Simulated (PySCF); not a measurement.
C2H5Zn, SMILES C[CH2][Zn] (connectivity only; charge and spin as stated), neutral, multiplicity 2.

Geometry: PBE-D3(BJ)/def2-SVP. The multiplicity is an assumed one; other spin states were not compared. The isomer is the one that the SMILES or the coordinates give; other isomers of the formula were not compared.

Computed with PBE-D3(BJ)/def2-SVP in PySCF.

Frequencies are harmonic and unscaled.

| mode | ν (cm⁻¹) | IR (km/mol) | moving atoms (share of kinetic energy) |
|---|---|---|---|
| 1 | 172 | 0.4 | C 59 %, H 23 %, Zn 18 % |
| 2 | 212 | 0.1 | H 90 %, C 9 % |
| 3 | 379 | 2.2 | C 65 %, H 17 %, Zn 17 % |
| 4 | 565 | 7.2 | H 86 %, C 14 % |
| 5 | 861 | 0.4 | H 95 % |
| 6 | 886 | 0.1 | H 92 % |
| 7 | 1016 | 7.0 | C 81 %, H 19 % |
| 8 | 1072 | 68.7 | H 69 %, C 31 % |
| 9 | 1185 | 1.0 | H 73 %, C 27 % |
| 10 | 1337 | 5.8 | H 83 %, C 17 % |
| 11 | 1383 | 0.1 | H 87 %, C 13 % |
| 12 | 1416 | 1.2 | H 96 % |
| 13 | 1420 | 6.4 | H 97 % |
| 14 | 2936 | 44.1 | H 96 % |
| 15 | 2976 | 13.1 | H 95 % |
| 16 | 3010 | 19.8 | H 91 %, C 9 % |
| 17 | 3036 | 1.8 | H 91 %, C 9 % |
| 18 | 3052 | 31.1 | H 90 %, C 10 % |
